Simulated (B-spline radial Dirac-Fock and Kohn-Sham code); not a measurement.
**Binding energies of Ho⁶⁺ at several levels of theory**

System: holmium as Ho⁶⁺, configuration 1s2 2s2 2p6 3s2 3p6 3d10 4s2 4p6 4d10 4f9 5s2 5p4.

The density-functional columns are spherical, spin-unpolarised Dirac-Kohn-Sham results without Breit or QED terms: −ε is minus the orbital energy of the initial state and ΔSCF the difference of two total energies. The reference in the last column comes from multi-electron Dirac-Fock with separately optimised hole states, Breit and Lamb-shift corrections added in first order. All numbers are from an atomic code on a B-spline grid, in eV; a selection of levels is shown. For the 1s level of heavy atoms much of the gap between ΔSCF and the reference is the Breit and QED part, -250.9 eV here; for other levels the error of the functional can be larger.

| level | PBE −ε | PBE ΔSCF | LDA −ε | LDA ΔSCF | Dirac-Fock |
| --- | --- | --- | --- | --- | --- |
| K (1s) | 55514.5 | 56004.6 | 55464.3 | 55952.8 | 55714.6 |
| L1 (2s) | 9356.8 | 9447.6 | 9349.9 | 9441.0 | 9500.8 |
| L2 (2p1/2) | 8910.7 | 9026.1 | 8907.8 | 9023.2 | 9017.9 |
| L3 (2p3/2) | 8053.9 | 8156.5 | 8051.9 | 8154.6 | 8170.9 |
| M1 (3s) | 2161.2 | 2190.1 | 2159.2 | 2188.3 | 2236.3 |
| M2 (3p1/2) | 1965.8 | 1996.5 | 1965.1 | 1995.9 | 2026.4 |
| M3 (3p3/2) | 1786.9 | 1815.5 | 1786.4 | 1815.2 | 1846.8 |
| M4 (3d3/2) | 1451.6 | 1485.2 | 1451.8 | 1485.5 | 1491.7 |
| M5 (3d5/2) | 1412.5 | 1445.3 | 1412.8 | 1445.6 | 1453.4 |
| N1 (4s) | 499.4 | 514.1 | 498.6 | 513.3 | 537.8 |
| N2 (4p1/2) | 421.7 | 436.2 | 421.4 | 435.9 | 453.2 |
| N4 (4d3/2) | 253.1 | 266.9 | 253.1 | 266.9 | 272.5 |
| N5 (4d5/2) | 245.7 | 259.3 | 245.7 | 259.3 | 265.1 |
| N6,7 (4f) | 90.23 | 102.5 | 90.63 | 102.9 | 99.14 |
| O1 (5s) | 129.6 | 138.5 | 130.0 | 138.9 | 138.3 |
| O2,3 (5p) | 101.7 | 109.8 | 102.1 | 110.2 | 108.1 |

Task: Order the estimates of the K (1s) level by their distance from the Dirac-Fock value, nearest first.
A. LDA ΔSCF
B. PBE ΔSCF
C. PBE −ε
D. LDA −ε

Result: C (200.1 eV), A (238.3 eV), D (250.3 eV), B (290.0 eV).

An eigenvalue near the reference for a deep level is a cancellation of errors: it lacks relaxation, carries self-interaction and omits Breit and QED terms.

Values without a named source are computed, but for edge energies of neutral atoms, which are taken from tables.
